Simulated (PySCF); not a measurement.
Molecule: SMILES [CH3][Be][Si](C)(C)C. Atoms near the plane z = 1.0 Å, at the GFN2-xTB optimised geometry (x, y, z in Å): Be1 (0.9, -0.7, 0.0), C2 (2.7, -0.7, 0.0), H5 (3.1, -0.5, 1.0), Si6 (-1.2, -0.7, 0.0), C8 (-2.1, 1.1, 0.0), C9 (-2.0, -1.6, 1.5), H14 (-1.8, 1.6, 0.9), H15 (-3.1, 1.0, 0.0), H17 (-1.7, -2.6, 1.6), H18 (-3.1, -1.5, 1.5).

Method: PBE0/def2-SVP (PySCF). The values are rescaled to run from 0 to 1.

```
|8888888888888888888888888888888|
|8888888888888888888888888888888|
|8888888888888888888888888888888|
|8888888888888888888888888888888|
|8888888888888888888888888888888|
|8888888888888888888888888888888|
|8888888888888888888888888888888|
|8888888888888888888888888888888|
|8888888888888888888888888888888|
|8888888889998888888888888888888|
|8888888899579888888888888888888|
|8888888998069888888888888888888|
|8888888999999888888888888888888|
|8888888999999888888888888888888|
|8888888899998888888888888888888|
|8888888888988888888889999888888|
|8888888889988888888889913988888|
|8888888999778888888889913988888|
|8888889998468888888889999988888|
|8888889885178888888888999888888|
|8888889999799888888888888888888|
|8888888999999888888888888888888|
|8888888899999888888888888888888|
|8888888889998888888888888888888|
|8888888888888888888888888888888|
|8888888888888888888888888888888|
|8888888888888888888888888888888|
|8888888888888888888888888888888|
|8888888888888888888888888888888|
|8888888888888888888888888888888|
|8888888888888888888888888888888|
```
Scale: ten equal steps from 0.000 (start of '0') to 1.00 (end of '9'), in the order '0123456789'; x runs from -5.50 to 5.50, y from -5.50 (bottom) to 5.50 (top).

Question: Which quantity is mapped?
A. Laplacian of the electron density
B. an orbital amplitude
C. electrostatic potential
D. deformation density (molecule minus spherical neutral atoms)

Answer: A, Laplacian of the electron density. In full: Laplacian of the electron density (e/bohr⁵).
